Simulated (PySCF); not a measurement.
# Ionising GaCl

PBE0; Ga cc-pVTZ-PP with ECP10, Cl cc-pV(T+d)Z; scalar-relativistic core potentials (PySCF 2.14). Neutral (UKS): singlet (closed shell), Re = 2.219 Å, ωe = 360 cm⁻¹, De = 4.81 eV, HOMO -7.54 eV, LUMO -1.64 eV.

GaCl⁺ (UKS): doublet (σ ↑), Re = 2.092 Å, ωe = 411 cm⁻¹, De = 0.98 eV to Ga⁺ + Cl. The energies at the minima are -719.59526 hartree for GaCl and -719.23562 for GaCl⁺.

**Question.** Work out the adiabatic ionisation energy, without and with harmonic zero-point energies (1 hartree = 27.2114 eV, 1 eV = 8065.5 cm⁻¹), and the change of the bond length.

**Answer.** At PBE0: 0.35964 hartree = 9.786 eV between the minima; the zero-point term (411.0 − 360.0)/2 cm⁻¹ = +0.003 eV makes it 9.789 eV. Re changes by -12.7 pm against the neutral. Minus the HOMO energy is 7.54 eV, -2.25 eV from the value between the minima; self-interaction puts the Kohn–Sham level too high, less so with exact exchange. The electron leaves a σ orbital, and the shorter bond of the ion fits an antibonding orbital, or a change in how ionic the bond is.

Spin–orbit coupling is left out. For an ion De counts to the pair picked by the measured ionisation energies or electron affinities, which need not be the lowest pair at this level. States were picked by a PBE0 search and need not be the measured ground states.
